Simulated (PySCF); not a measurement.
**Spinor energies of Te(3+) (tellurium, charge +3)**

Start: [Kr] 4d10 5s2 5p1; 5p1/2 filled at m_j = +1/2. Calculated with PySCF 2.14 in x2c-SVPall-2c (6s8p4d, 50 functions): generalised Hartree-Fock with the X2C-1e Hamiltonian and a Gaussian nucleus; one run each with spin-orbit coupling (SO) switched off, then screened by Boettger's factors.

```
spinor shell  electrons  ε, spin-free (eV)  ε, screened SO (eV)  weight of nominal j (screened SO)  rms radius, screened SO (bohr)
       1s1/2          2           -32001.8             -31998.4                              1.000                          0.0318
       2s1/2          2            -5032.4              -5031.3                              1.000                           0.130
       2p1/2          2            -4515.2              -4706.1                              1.000                           0.112
       2p3/2          4            -4515.2              -4428.5                              1.000                           0.117
       3s1/2          2            -1069.7              -1069.2                              1.000                           0.343
       3p1/2          2            -897.24              -933.73                              1.000                           0.335
       3p3/2          4            -897.24              -880.28                              1.000                           0.347
       3d3/2          4            -636.90              -643.06                              1.000                           0.320
       3d5/2          6            -636.90              -632.22                              1.000                           0.323
       4s1/2          2            -225.39              -225.15                              1.000                           0.816
       4p1/2          2            -169.29              -176.19                              1.000                           0.859
       4p3/2          4            -169.29              -165.84                              1.000                           0.885
       4d3/2          4            -84.732              -85.473                              1.000                            1.04
       4d5/2          6            -84.732              -83.897                              1.000                            1.05
       5s1/2          2            -46.675              -46.570                              0.998                            2.08
       5p1/2          1            -36.533              -37.343                              0.998                            2.36
```

```csv
quantity,spin-free,screened SO
E (hartree),-6787.30624,-6789.17976
M_J,1/2,1/2
⟨J²⟩,1.055,0.764
⟨L²⟩,2.027,2.041
⟨S²⟩,0.759,0.775
```

Each row is a mean over spinors that exchange with the open shell spreads, by up to 0.677 eV (5s1/2).

Breit and QED terms are absent; they matter most for the inner s and p1/2 levels.

Densities and radii are taken from the X2C orbitals without a picture-change correction, which distorts them close to the nucleus.

Without spin-orbit coupling the j labels of p, d and f shells carry no meaning; the spin-free column gives the mean over the occupied spinors of each nl shell, and its ⟨J²⟩ belongs to a mixture of degenerate components.
